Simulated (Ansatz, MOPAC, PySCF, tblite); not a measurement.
Dissociation curve of HF (cation, charge +1), doublet.

Levels: AM1, unrestricted, heats of formation (MOPAC); ROCCSD = CCSD on ROHF/cc-pVDZ, frozen core (Ansatz, a quantum-chemistry and plane-wave program); GFN2-xTB, 300 K electronic temperature (tblite); UHF/3-21G = PySCF with unrestricted Hartree-Fock/3-21G.

Energies are in kcal/mol, each relative to the lowest point of its own curve near equilibrium.

```tsv
R / Å	AM1	ROCCSD	GFN2-xTB	UHF/3-21G
0.76	8.1	46.8	48.0	57.0
0.80	2.7	29.1	29.9	37.5
0.87	0.0	10.4	11.4	15.7
0.91	1.1	4.7	5.8	8.4
0.95	3.4	1.4	2.4	3.7
0.97	4.9	0.6	1.4	2.2
1.01	8.4	0.0	0.3	0.4
1.05	12.1	0.7	0.0	0.0
1.09	16.1	2.3	0.3	0.7
1.11	18.1	3.3	0.7	1.3
1.17	24.0	7.3	2.1	4.2
1.27	33.0	15.4	5.4	11.1
1.36	40.4	23.3	8.9	18.2
1.53	52.8	37.7	16.0	31.7
1.65	60.7	46.8	20.9	40.2
1.82	70.3	57.6	27.0	50.4
2.02	78.8	67.3	32.8	59.4
2.19	83.5	73.3	36.4	64.9
2.49	88.1	80.0	40.5	70.9
2.70	89.6	82.6	42.1	73.2
3.00	90.6	84.7	—	75.0
3.47	91.1	86.0	—	76.0
4.03	91.2	86.6	—	76.4
```

At the longest distance, 4.03 Å, AM1 lies highest above its minimum (91.2 kcal/mol) and UHF/3-21G lowest (76.4 kcal/mol).

Dashes: no converged value, or the column stops at the first point that the program doubted or that broke a chosen test of continuity, which isn't proof of a fault.
